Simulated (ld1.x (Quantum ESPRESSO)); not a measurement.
# What one change does to a pseudopotential (Zr, TM)

```json
{
  "Element": "zirconium (Zr)",
  "Generator": "ld1.x (Quantum ESPRESSO) 7.5",
  "Type": "norm-conserving Troullier–Martins (Kleinman–Bylander form)",
  "Functional": "PBEsol",
  "Relativity": "scalar-relativistic",
  "Frozen core": "[Kr]",
  "Valence charge": "4",
  "Reference configuration": "4d2 5s2 5p0",
  "Partial waves": "5s (bound): rc 2.40 bohr; 5p (bound, empty): rc 3.25 bohr; 4d (bound): rc 1.90 bohr",
  "Local potential": "all-electron potential smoothed inside 1.60 bohr (lloc = -1)",
  "Core correction": "Bessel-smoothed model core, default radius (core density twice the valence density)"
}
```

Change: core correction Bessel-smoothed model core inside 2.22 bohr.

Cutoffs: the cutoffs (Ry, on a coarse ladder) from which the occupation-weighted sum of valence levels, in a spherical-Bessel basis at the reference potential, stays within 10 and 1 mRy of its value at 400 Ry; they do not see the model core or the augmentation charge, which bear on the density cutoff. Errors are all-electron minus pseudo energies relative to the spin-unpolarised reference configuration.

Q: Predict the effect on cutoff, ghosts and configuration errors.

A: The potential gets neither clearly harder nor softer (30 Ry and 40 Ry → 30 Ry and 40 Ry); both files keep a bound ghost (p, s); the errors of the 6 common tests hardly move. The default core radius of the base comes out at 1.99 bohr. A wider model core is smoother and lowers the density cutoff, which this test does not measure.

| quantity | base | changed |
| --- | --- | --- |
| cutoff, loose | 30 Ry | 30 Ry |
| cutoff, tight | 40 Ry | 40 Ry |
| bound ghosts | s, p | s, p |
| tests counted (converged, no solver errors) | 6 of 7 | 6 of 7 |
| error for 4d2 5s1 5p0, meV [ΔE 7.17 eV] | -3.5 | -3.4 |
| error for 4d2 5s0 5p0, meV [ΔE 20.08 eV] | -35 | -35 |
| error for 4d1 5s0 5p0, meV [ΔE 42.66 eV] | -296 | -294 |
| error for 4d3 5s0 5p0, meV [ΔE 7.55 eV] | -104 | -101 |
| error for 4d2 5s1.5 5p0, meV [ΔE 2.90 eV] | -0.9 | -0.8 |
| error for 4d2.5 5s1.5 5p0, meV [ΔE 0.52 eV] | -16 | -15 |
| s: phases at 3.55 bohr within 0.05 rad from the reference energy up to (Ry; the scan ends near 5) | 0.9 | 0.9 |
| p: phases at 3.55 bohr within 0.05 rad from the reference energy up to (Ry; the scan ends near 5) | 1.6 | 1.6 |
| d: phases at 3.55 bohr within 0.05 rad from the reference energy up to (Ry; the scan ends near 5) | 4.8 | 4.8 |

Base: Tests not counted: 4d1 5s2 5p1 (solver errors, printed error -2.3 eV). Changed file: Tests not counted: 4d1 5s2 5p1 (solver errors, printed error -1.7 eV). These tests converged, but a pseudo level misses the all-electron one widely, so the file describes the atom poorly there or has found another state: 4d2 5s0 5p0: empty 5p by 2.1 eV (a node warning on the way). A true bound ghost makes a file unfit for plane-wave use even where its test errors are small: the radial tests pick states by their node count and pass the ghost by. Where a test does run into it, the solver fails or the error is huge.
